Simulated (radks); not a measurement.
Neutral cerium inside a hard spherical wall (all orbitals vanish at R), configuration held at [Xe] 4f1 5d1 6s2 and not refilled when levels cross. Calculated with a radial shooting solver on a logarithmic mesh with Libxc functionals: scalar-relativistic Kohn-Sham, PBE, spin-polarised, spherical densities, finite nucleus; open shells are filled with parallel spins first (spin-orbit coupling, left out, can overturn this in heavy ions); Fermi nuclear charge, rms radius 4.8771 fm. Eigenvalues in eV for spin up, with the zero of energy where the potential of the charges vanishes at infinity; a dash marks a level that is unbound or too diffuse for the functional's potential to be trusted. A positive occupied level is held by the wall or, in an anion where self-interaction has pushed it up, behind a barrier. The pressure on the wall is -dE/dV.

R (bohr) = free: E (hartree) -8860.0509; kinetic (hartree) 9389.948; e(5p) -23.547; e(4f) -5.711; e(6s) -3.898; e(5d) -3.326; e(6p, empty) -1.428; e(7s, empty) -; pressure (GPa) 0
R (bohr) = 20: E (hartree) -8860.0509; kinetic (hartree) 9389.948; e(5p) -23.547; e(4f) -5.711; e(6s) -3.898; e(5d) -3.326; e(6p, empty) -1.427; e(7s, empty) 0.000; pressure (GPa) < 0.0001
R (bohr) = 10: E (hartree) -8860.0472; kinetic (hartree) 9389.980; e(5p) -23.342; e(4f) -5.503; e(6s) -3.737; e(5d) -3.149; e(6p, empty) -1.062; e(7s, empty) 2.728; pressure (GPa) 0.0819
R (bohr) = 8: E (hartree) -8860.0269; kinetic (hartree) 9390.103; e(5p) -22.734; e(4f) -4.873; e(6s) -3.175; e(5d) -2.622; e(6p, empty) -0.079; e(7s, empty) 6.740; pressure (GPa) 0.814
R (bohr) = 6: E (hartree) -8859.8957; kinetic (hartree) 9390.690; e(5p) -20.818; e(4f) -2.806; e(6s) -0.653; e(5d) -0.794; e(6p, empty) 3.817; e(7s, empty) 18.966; pressure (GPa) 9.63
R (bohr) = 4: E (hartree) -8858.7788; kinetic (hartree) 9394.962; e(5p) -14.321; e(4f) 4.921; e(6s) 14.778; e(5d) 7.271; e(6p, empty) 24.574; e(7s, empty) 69.858; pressure (GPa) 227
R (bohr) = 3.5: E (hartree) -8857.6247; kinetic (hartree) 9399.284; e(5p) -9.754; e(4f) 10.352; e(6s) 28.057; e(5d) 13.502; e(6p, empty) 40.853; e(7s, empty) 105.00; pressure (GPa) 634
R (bohr) = 2.5: E (hartree) -8848.5683; kinetic (hartree) 9429.858; e(5p) 17.402; e(4f) 37.084; e(6s) 108.65; e(5d) 50.295; e(6p, empty) 131.84; e(7s, empty) 282.96; pressure (GPa) 7600
R (bohr) = 2: E (hartree) -8830.2020; kinetic (hartree) 9485.755; e(5p) 64.156; e(4f) 71.018; e(6s) 235.41; e(5d) 109.89; e(6p, empty) 267.76; e(7s, empty) 530.60; pressure (GPa) 36300
R (bohr) = 1.5: E (hartree) -8764.8797; kinetic (hartree) 9672.011; e(5p) 217.19; e(4f) 153.58; e(6s) 588.35; e(5d) 284.22; e(6p, empty) 633.36; e(7s, empty) 1161.1; pressure (GPa) 258000
